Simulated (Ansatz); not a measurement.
Ansatz (a program for electronic structure) input (PBE/6-311+G**): The .json file is the Basis Set Exchange's 6-311+G**.

Ansatz 0.2 input:
```yaml
crystal:
  periodic: [false, false, false]
  atoms:
    - {symbol: C, position_ang: [-0.01841800, -0.01463800, -0.58537800]}
    - {symbol: O, position_ang: [0.13896300, 0.04111300, 0.57449000]}
    - {symbol: H, position_ang: [-1.00119300, -0.24108000, -1.08365300]}
basis:
  gaussian:
    orbitals: 6-311+G__.json
hamiltonian:
  xc: {name: PBE}
magnetization: {spin_polarized: true, initial_magnetization: 1}
output: {forces: true}
```

Output:

```
Functional definition: PBE
integrals: 0.01 GiB planned
414 factors; their error is unknown
mean field: 0.10 GiB planned
mean field evaluation 1: about -3092.7014 eV, gradient 2.8e1 eV
mean field evaluation 2: about -3082.1458 eV, gradient 6.0e1 eV
mean field evaluation 4: about -3095.6383 eV, gradient 2.0e0 eV
mean field evaluation 8: about -3095.6610 eV, gradient 1.7e-2 eV
mean field evaluation 16: about -3095.6440 eV, gradient 4.9e-5 eV
mean field -3095.64403787 eV, -113.7628200888 hartree, gradient 4.9e-5 eV, S^2 0.751997; 0 other end points of the search recorded, 0 dependent functions left out
the calculation of the forces begins
reference -3095.64408460 eV, -113.7628218063 hartree; 8, 7 occupied and 42, 43 virtual orbitals, 414 factors
Total energy: -3095.64408460 eV, -113.7628218063 hartree
Atom 0 at    -0.018418    -0.014638    -0.585378 Å, force     0.103163     0.003453    -1.073681 eV/Å
Atom 1 at     0.138963     0.041113     0.574490 Å, force     0.171928     0.060066     1.220598 eV/Å
Atom 2 at    -1.001193    -0.241080    -1.083653 Å, force    -0.275091    -0.063518    -0.146917 eV/Å
Dipole moment:    -0.240263    -0.057016    -0.213642 e Å
```

The geometry given is a B3LYP-D3(BJ)/def2-TZVP minimum.
